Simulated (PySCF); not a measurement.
C3H6FNSi. Atoms are numbered in the order given.

```xyz
12

F     -0.5457     1.8820     0.6172
C     -0.7862     0.5946     0.4717
C     -1.7036    -0.2884     0.9101
C     -0.9364    -1.3418     0.1182
N     -0.0039    -0.2434    -0.3184
Si     1.6814    -0.2812    -0.7836
H     -2.6192    -0.2706     1.4898
H     -1.4605    -1.7946    -0.7383
H     -0.4262    -2.1174     0.7126
H      2.6310    -0.4842     0.3560
H      1.8188    -1.4244    -1.7265
H      2.0111     1.0072    -1.4496
```
Charge 0, spin multiplicity 1.

Geometry optimised at B3LYP-D3(BJ)/def2-SVP. The structure was generated by enumeration, and PubChem lists no compound with its InChIKey, so it may never have been made.

Method: TDA-PBE/def2-SVPD (PySCF 2.14.0).

Vertical excitations. Isolated molecule, no solvent.

Computed UV-visible absorptions:
| state | energy (eV) | λ (nm) | f | main pairs |
|---|---|---|---|---|
| S1 | 4.63 | 268 | 0.007 | HOMO→LUMO 95 % |
| S2 | 5.14 | 241 | 0.005 | HOMO→LUMO+2 97 % |
| S3 | 5.27 | 235 | 0.026 | HOMO→LUMO+3 80 %, HOMO→LUMO+1 18 % |
| S4 | 5.80 | 214 | 0.046 | HOMO→LUMO+4 92 % |
| S5 | 5.92 | 209 | 0.126 | HOMO→LUMO+5 64 %, HOMO→LUMO+1 21 % |
| S6 | 5.96 | 208 | 0.003 | HOMO→LUMO+6 94 % |
| S7 | 6.41 | 193 | 0.123 | HOMO→LUMO+1 32 %, HOMO→LUMO+5 26 %, HOMO−1→LUMO+1 11 %, HOMO→LUMO+3 9 % |
| S8 | 6.70 | 185 | 0.014 | HOMO→LUMO+7 93 % |
| S9 | 6.77 | 183 | 0.001 | HOMO−1→LUMO 90 % |
| S10 | 6.80 | 182 | 0.011 | HOMO→LUMO+8 96 % |
| T1 | 4.18 | 297 | 0 | HOMO→LUMO+1 78 %, HOMO→LUMO 15 % |
| T2 | 4.51 | 275 | 0 | HOMO→LUMO 85 %, HOMO→LUMO+1 14 % |
| T3 | 5.05 | 246 | 0 | HOMO→LUMO+2 98 % |
| T4 | 5.21 | 238 | 0 | HOMO→LUMO+3 94 % |
Triplets are in the Tamm–Dancoff approximation.
